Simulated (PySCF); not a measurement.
## Ionisation energy of Pd by level of theory

Pd [Kr] 4d10 (1S) → Pd⁺ [Kr] 4d9 (2D), as a difference of total energies. Computed with PySCF 2.14 in cc-pVDZ-PP with ECP28MDF, with a scalar-relativistic core potential. Correlated levels: valence: 4s2 4p6 frozen. The calculations carry no spin-orbit coupling.

```json
{"method": "UHF", "ionisation energy (eV)": "6.283"}
{"method": "BP86", "ionisation energy (eV)": "8.894"}
{"method": "MN15", "ionisation energy (eV)": "8.716"}
{"method": "MP2 (valence)", "ionisation energy (eV)": "8.067"}
{"method": "SCS-MP2 (valence)", "ionisation energy (eV)": "7.880"}
```

Errors of the correlated levels include the incompleteness of this basis and the frozen core.

Question: Which method comes closest to the reference value, and which is furthest?

Answer: The reference is 8.512 eV (measured; NIST levels, between the centres of gravity of the two terms). Closest: MN15 (error 0.204 eV); furthest: UHF (error -2.229 eV).
